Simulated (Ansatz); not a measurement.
SiPt₂. Total charge 0; singlet. Geometry PBE0-D4/def2-TZVP; atoms count from 1.

Cartesian coordinates in Å:
```
Pt -0.7737 1.8934 0.3266
Pt 0.7737 -1.8934 -0.3266
Si 0.0000 0.0000 0.0000
```

In the def2 sets Pt takes a core potential; there is no spin–orbit coupling. The structure comes from a short search, and lower isomers may exist.

(1) Estimate the Mulliken populations from the PBE0/def2-TZVP orbitals of Ansatz.

(2) And the Mayer bond orders between heavy atoms (over 0.3)?

Results:

(1) 
```
atom  charge (e)  d electrons
 Pt1       -0.09         9.13
 Pt2       -0.09         9.13
 Si3        0.18            –
```
Mulliken values depend strongly on the basis.

(2) Pt1–Si3 1.97 (2.07 Å); Pt2–Si3 1.97 (2.07 Å).
